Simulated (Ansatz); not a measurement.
Isolated molecules relaxed with PBE0-D4/def2-TZVP in Ansatz; ΔE leaves out vibrations. CCSD(T)/CBS is the MP2 limit (def2-TZVPP, def2-QZVPP) plus CCSD(T) − MP2 in def2-TZVPP, frozen cores. For Sc outer-core shells are correlated without core-valence functions, which leaves a few kJ/mol of doubt a bond. Scalar relativity is left out up to krypton. One conformer a species, not always the lowest.

Consider the redistribution: `[CH3][Sc]([CH3])[Cl]` + `[F][Al]([SH])[O][SiH3]` → `[CH3][Sc]([Cl])[O][SiH3]` + `[CH3][Al]([F])[SH]`.

```csv
species,SCS-MP2/def2-TZVPP energy (Eh)
`[CH3][Sc]([CH3])[Cl]`,-1299.45115
`[F][Al]([SH])[O][SiH3]`,-1106.22147
`[CH3][Sc]([Cl])[O][SiH3]`,-1625.71546
`[CH3][Al]([F])[SH]`,-779.98571
```

Q: Work out ΔE.

A: ΔE = (-1625.71546) + (-779.98571) − (-1299.45115) − (-1106.22147) = -0.02855 Eh = -17.9 kcal/mol. CCSD(T)/CBS gives -17.7 kcal/mol.

Largest T1 diagnostic among the species: 0.014.

From PBE to PBE0 (25 % exact exchange), in def2-TZVPP and without D4, ΔE moves by +1.4 kcal/mol. Leaving LDA and LC-ωPBE aside and taking each functional with its dispersion term where it has one, the values, not all of them listed here, spread over 3.0 kcal/mol, from PBE-D4 to BHLYP-D4. In def2-TZVPP, CCSD(T) changes the Hartree–Fock value by −2.8 kcal/mol (the triples alone add −0.8 kcal/mol) and MP2 by −3.1 kcal/mol.
